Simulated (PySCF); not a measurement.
B3LYP has the VWN-RPA correlation part, as in Gaussian. Delta-SCF ions had no search for a lower state. Excitations are Tamm–Dancoff values on a coarser integration grid. The basis has no diffuse functions, so Rydberg states are missing or too high.

**C₃H₆S, SMILES `SC1CC1` (H–S–C–C torsion 74°) (charge 0, multiplicity 1)**

Computed with B3LYP-D3(BJ)/def2-TZVP run with PySCF.

The HOMO comes out as -6.55 eV, the dipole moment comes out as 1.55 D and the HOMO–LUMO gap is 6.96 eV. The LUMO is 0.42 eV and the S1 excitation (TDA) comes out as 5.57 eV. The S1 oscillator strength is 0.001, the T1 excitation (TDA) is 5.06 eV and the S1–T1 gap (TDA) comes out as 0.51 eV. The vertical ionisation energy (Delta-SCF) is 9.07 eV. The total energy is -14045.83 eV. The cost is very roughly 2.1 core-minutes.

```xyz
10

S      1.7028    -1.1426    -0.0107
C      0.2981    -0.1726     0.5319
C     -0.3327     0.8457    -0.3765
C     -1.0254    -0.4619    -0.1219
H      2.6286    -0.1696     0.0603
H      0.2786     0.0323     1.5939
H      0.1203     0.9936    -1.3466
H     -0.7341     1.7395     0.0825
H     -1.0373    -1.1872    -0.9237
H     -1.9021    -0.4723     0.5108
```
Charge 0, spin multiplicity 1.
